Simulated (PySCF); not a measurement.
Electron correlation in F⁺ (fluorine, charge +1)

[He] 2s1 2p5, high-spin 3P determinant (an excited configuration). Calculation: PySCF 2.14, in aug-cc-pCVTZ-DK with one added diffuse shell each of s, p, d, f type (8s7p5d3f, 75 functions); scalar relativity by spin-free X2C-1e. Frozen: nothing; 8 electrons correlated.

```json
{"level": "CCSD", "correlation energy (mhartree)": "-266.63"}
{"level": "(T)", "correlation energy (mhartree)": "-5.89"}
{"level": "CCSD(T)", "correlation energy (mhartree)": "-272.52"}
```

Diagnostics: T1 = 0.0060, D1 = 0.0144, largest double amplitude 0.046.

Q: Is a single reference adequate?

A: Yes: T1 lies below 0.03 and no double amplitude reaches 0.07.
